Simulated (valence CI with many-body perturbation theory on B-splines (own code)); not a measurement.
## Os LXX: calculated level list

Calculated by valence CI with perturbative core correlation (CI+MBPT): five valence electrons over a frozen Dirac-Fock core [He], radial functions for each j: 9 s, 9 p, 8 d, 6 f, 3 g, 1 h, with the one-electron correlation potential Σ1, the two-electron term Σ2, the three-electron term Σ3, Breit, model QED; selected CI, second order for the rest (own B-spline code, finite nucleus).

No measured spectrum was set against this ion. As an estimate, large intervals hold to a few tenths of a per cent, small ones and those within an open d or f shell to about a per cent. Among the levels kept, up to 1200 cm⁻¹ of a level comes from second order outside the variational space, and about a tenth of that is noise between levels of different J, which matters for small intervals.

Levels 1 to 45 of 75, with energies above the lowest level, (2s^2 2p1/2^2 2p3/2) J=3/2. "Leading %" is the weight of the configuration and term that name the level; weights of strongly mixed levels are sums over their largest components and can fall short. In the jj column 3d3/2^4 stands for four electrons in 3d with j = 3/2.

```csv
No.,Configuration,Term,J,E (× 10³ cm⁻¹),Leading %,Second component,Leading jj
1,2s2 2p3,2P°,3/2,0.00,49,27 % 2s2 2p3 2D°,2s^2 2p1/2^2 2p3/2 (100 %)
2,2s2 2p3,4S°,3/2,12683,55,44 % 2s2 2p3 2D°,2s^2 2p1/2 2p3/2^2 (100 %)
3,2s2 2p3,2D°,5/2,12869,100,,2s^2 2p1/2 2p3/2^2 (100 %)
4,2s2 2p3,2P°,1/2,13315,100,,2s^2 2p1/2 2p3/2^2 (100 %)
5,2s 2p4,4P,5/2,15599,70,30 % 2s 2p4 2D,2s 2p1/2^2 2p3/2^2 (100 %)
6,2s 2p4,2S,1/2,16489,65,25 % 2s 2p4 4P,2s 2p1/2^2 2p3/2^2 (100 %)
7,2s 2p4,2P,3/2,16499,52,35 % 2s 2p4 2D,2s 2p1/2^2 2p3/2^2 (100 %)
8,2s2 2p3,2P°,3/2,26027,51,28 % 2s2 2p3 2D°,2s^2 2p3/2^3 (99 %)
9,2s 2p4,4P,3/2,28516,86,10 % 2s 2p4 2D,2s 2p1/2 2p3/2^3 (100 %)
10,2s 2p4,2D,5/2,28853,70,30 % 2s 2p4 4P,2s 2p1/2 2p3/2^3 (100 %)
11,2s 2p4,2P,1/2,29406,65,35 % 2s 2p4 4P,2s 2p1/2 2p3/2^3 (100 %)
12,2s 2p4,2D,3/2,29469,55,44 % 2s 2p4 2P,2s 2p1/2 2p3/2^3 (100 %)
13,2p5,2P°,3/2,32686,99,,2p1/2^2 2p3/2^3 (99 %)
14,2s 2p4,4P,1/2,42245,40,35 % 2s 2p4 2S,2s 2p3/2^4 (100 %)
15,2p5,2P°,1/2,45621,100,,2p1/2 2p3/2^4 (100 %)
16,2s2 2p2 3s,4P,1/2,74964,46,32 % 2s2 2p2 3s 2S,2s^2 2p1/2^2 3s (100 %)
17,2s2 2p2 3p,2P°,1/2,75850,47,38 % 2s2 2p2 3p 4D°,2s^2 2p1/2^2 3p1/2 (100 %)
18,2s2 2p2 3p,2P°,3/2,79720,35,20 % 2s2 2p2 3p 4D°,2s^2 2p1/2^2 3p3/2 (100 %)
19,2s2 2p2 3d,2D,3/2,80473,43,32 % 2s2 2p2 3d 4F,2s^2 2p1/2^2 3d3/2 (100 %)
20,2s2 2p2 3d,2D,5/2,81535,36,18 % 2s2 2p2 3d 4D,2s^2 2p1/2^2 3d5/2 (100 %)
21,2s2 2p2 3s,4P,3/2,87785,88,10 % 2s2 2p2 3s 2P,2s^2 2p1/2 2p3/2 3s (100 %)
22,2s2 2p2 3s,2P,1/2,87871,67,33 % 2s2 2p2 3s 4P,2s^2 2p1/2 2p3/2 3s (100 %)
23,2s2 2p2 3s,2D,5/2,87943,65,35 % 2s2 2p2 3s 4P,2s^2 2p1/2 2p3/2 3s (100 %)
24,2s2 2p2 3s,2D,3/2,88001,64,35 % 2s2 2p2 3s 2P,2s^2 2p1/2 2p3/2 3s (100 %)
25,2s2 2p2 3p,4P°,1/2,88659,49,28 % 2s2 2p2 3p 4D°,2s^2 2p1/2 2p3/2 3p1/2 (100 %)
26,2s2 2p2 3p,4D°,3/2,88709,55,22 % 2s2 2p2 3p 2D°,2s^2 2p1/2 2p3/2 3p1/2 (100 %)
27,2s2 2p2 3p,2F°,5/2,88816,50,30 % 2s2 2p2 3p 2D°,2s^2 2p1/2 2p3/2 3p1/2 (100 %)
28,2s2 2p2 3p,2P°,3/2,89174,43,25 % 2s2 2p2 3p 2D°,2s^2 2p1/2 2p3/2 3p1/2 (99 %)
29,2s 2p3 3s,4P°,5/2,90352,48,26 % 2s 2p3 3s 6S°,2s 2p1/2^2 2p3/2 3s (99 %)
30,2s 2p3 3s,2P°,3/2,90597,35,24 % 2s 2p3 3s 4S°,2s 2p1/2^2 2p3/2 3s (99 %)
31,2s 2p3 3s,2P°,1/2,91156,42,30 % 2s 2p3 3s 4D°,2s 2p1/2^2 2p3/2 3s (98 %)
32,2s 2p3 3s,2P°,3/2,91236,39,20 % 2s 2p3 3s 4S°,2s 2p1/2^2 2p3/2 3s (99 %)
33,2s 2p3 3p,4P,3/2,91319,30,20 % 2s 2p3 3p 6P,2s 2p1/2^2 2p3/2 3p1/2 (99 %)
34,2s 2p3 3p,2D,5/2,91325,26,19 % 2s 2p3 3p 4D,2s 2p1/2^2 2p3/2 3p1/2 (99 %)
35,2s 2p3 3p,2P,1/2,92048,36,18 % 2s 2p3 3p 4P,2s 2p1/2^2 2p3/2 3p1/2 (99 %)
36,2s 2p3 3p,2D,3/2,92059,35,21 % 2s 2p3 3p 4F,2s 2p1/2^2 2p3/2 3p1/2 (99 %)
37,2s2 2p2 3p,4D°,5/2,92457,52,34 % 2s2 2p2 3p 4P°,2s^2 2p1/2 2p3/2 3p3/2 (99 %)
38,2s2 2p2 3p,2P°,1/2,92493,36,30 % 2s2 2p2 3p 4P°,2s^2 2p1/2 2p3/2 3p3/2 (99 %)
39,2s2 2p2 3p,2D°,3/2,92532,53,20 % 2s2 2p2 3p 4P°,2s^2 2p1/2 2p3/2 3p3/2 (100 %)
40,2s2 2p2 3p,2F°,7/2,92585,65,35 % 2s2 2p2 3p 4D°,2s^2 2p1/2 2p3/2 3p3/2 (100 %)
41,2s2 2p2 3p,4S°,3/2,92761,32,30 % 2s2 2p2 3p 2P°,2s^2 2p1/2 2p3/2 3p3/2 (99 %)
42,2s2 2p2 3p,2D°,5/2,92828,66,16 % 2s2 2p2 3p 2F°,2s^2 2p1/2 2p3/2 3p3/2 (100 %)
43,2s2 2p2 3p,2P°,1/2,93024,87,7 % 2s2 2p2 3p 4D°,2s^2 2p1/2 2p3/2 3p3/2 (99 %)
44,2s2 2p2 3d,4F,3/2,93318,43,26 % 2s2 2p2 3d 2P,2s^2 2p1/2 2p3/2 3d3/2 (100 %)
45,2s2 2p2 3d,4F,5/2,93328,53,38 % 2s2 2p2 3d 2F,2s^2 2p1/2 2p3/2 3d3/2 (100 %)
```

The ionisation energy to 2s2 2p2 3P_0 of the next ion comes out as 17621 eV (NIST: 17620 ± 50 eV (theoretical)). All 75 levels together are meant to be complete up to 97107 × 10³ cm⁻¹.
